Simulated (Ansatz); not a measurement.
Species: sum formula H5SiN2O2, net charge 0, doublet state. It need not be the lowest isomer of its formula. SMILES: [Si](O)(O)([NH])N
Coordinates optimised at B3LYP-D3(BJ)/def2-TZVP (Ansatz, an electronic-structure program):
```
Si
O 1 1.6419
H 2 0.9608 1 115.95
O 1 1.6503 2 103.78 3 -16.31
H 4 0.9605 1 117.51 2 176.22
N 1 1.6958 2 106.80 3 -141.53
H 6 1.0051 1 122.43 2 -147.31
H 6 1.0054 7 113.70 1 -169.83
N 1 1.7384 2 119.83 3 101.29
H 9 1.0199 1 117.10 2 -12.61
```
Charge 0, spin multiplicity 2.

Parts of the frozen-core correlation energy in cc-pV(D+d)Z (Ansatz, hartree). Frozen orbitals: 9; correlated occupied orbitals by spin: 16 and 15; virtual: 79 and 80. Open shells are spin-unrestricted. No spin-orbit coupling. Non-relativistic.

| term | value |
|---|---|
| reference (HF) | -550.60675 |
| MP2 opposite-spin | -0.56778 |
| MP2 same-spin | -0.19947 |
| CCSD correlation | -0.80576 |
| (T) | -0.01787 |
| T1 diagnostic | 0.013 |
| largest doubles amplitude | 0.028 |
| <S^2> of the reference | 0.757 |
